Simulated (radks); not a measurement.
Spherical quantum dot in the effective-mass picture: electrons in a hard-walled sphere of radius 2.48, with a point charge +2 (a donor) at the centre, all in effective atomic units (hartree* = m*/eps^2 hartree, bohr* = eps/m* bohr), one dielectric constant everywhere. Method: non-relativistic Kohn-Sham, exchange-only LDA, spin-polarised, spherical densities; computed with a radial shooting solver with Libxc functionals. Levels are named by radial order and angular momentum (1s, 1p, 1d, 2s, ...), and open shells are averaged over m.

N = 12, configuration 1s2 1p6 1d(up 2, down 0) 2s2. This is the lowest configuration that the search found. Occupied and some empty levels:

level    occupation  eigenvalue (hartree*)  <r> (bohr*)
1s up             1                 5.8760        1.211
1s down           1                 5.9294        1.191
1p up             3                 6.7109        1.568
1p down           3                 6.7879        1.564
2s up             1                 7.5974        1.132
1d up             2                 7.6321        1.680
2s down           1                 7.6392        1.147
1d down           0                 7.7137        1.679
1f up             0                 8.7860        1.756
1f down           0                 8.8693        1.756
2p up             0                 9.9150        1.278
2p down           0                 9.9618        1.277
1g up             0                 10.166        1.814
1g down           0                 10.249        1.814

Energy (hartree*): total 40.7391, kinetic 24.764, external -22.050, Hartree 44.083, exchange-correlation -6.0577.
